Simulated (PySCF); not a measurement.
# C₆ coefficients of unlike pairs at PBE

Calculated with PySCF 2.14 from the dipole response of each species, C₆(A,B) = (3/π) ∫ α_A(iu) α_B(iu) du, in atomic units, from isotropic polarisabilities. For ions this is the dispersion term alone; charge-induced terms of lower order in 1/R come first.

```tsv
species	configuration	basis	relativity	α (bohr³)	C₆ (like pair)
Rb	[Kr] 5s1 (2S)	aug-cc-pVQZ-X2C (9s8p6d3f2g)	spin-free X2C	358.4	5533
S	[Ne] 3s2 3p4 (3P)	x2c-QZVPPall with one added diffuse shell each of s, p, d, f type (10s7p5d3f1g)	spin-free X2C	20.93	145.0
Cu	[Ar] 3d10 4s1 (2S)	aug-cc-pVTZ-DK (8s7p5d3f2g)	spin-free X2C	40.50	241.5
Al⁺	[Ne] 3s2 (1S)	aug-cc-pV(T+d)Z (6s5p4d2f)	none	24.23	122.6
```

Q: Estimate C₆ for Al⁺ with Cu.

A: The integral gives 170.0. The combination rule 2 C_A C_B / (C_A α_B/α_A + C_B α_A/α_B) gives 169.5 and the geometric mean 172.1.

No spin-orbit coupling is included.

The other pairs:

```csv
pair,C₆
"S, Rb",614.2
"Al⁺, Rb",648.9
"Cu, Rb",988.1
"Cu, S",176.8
"Al⁺, S",129.6
```
